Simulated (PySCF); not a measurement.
## How methods differ on the interval between two levels of Ti⁺

Ti⁺ [Ar] 3d2 4s1 [4F9/2, M_J = 9/2] → Ti⁺ [Ar] 3d1 4s1 4p1 [4F9/2, M_J = 9/2], as a difference of total energies. Calculation: PySCF 2.14, in x2c-SVPall-2c with one added diffuse shell each of s, d type (6s5p4d1f, 48 functions); the two-component X2C-1e Hamiltonian. Correlated levels: [Ne] frozen; the 6 highest virtual spinors dropped. "Screened" scales the spin-orbit matrix elements by Boettger's factors to mimic the two-electron term; Breit and QED terms are absent.

```
                    method  interval between two levels (cm⁻¹)
           GHF (spin-free)                               52206
          GMP2 (spin-free)                               51511
 GHF (screened spin-orbit)                               52317
GMP2 (screened spin-orbit)                               51624
```

The labels give the starting determinants; with spin-orbit coupling the two ends relaxed to ⟨J²⟩ = 24.75, ⟨L²⟩ = 12.00, ⟨S²⟩ = 3.75 and ⟨J²⟩ = 24.78, ⟨L²⟩ = 12.03, ⟨S²⟩ = 3.75.
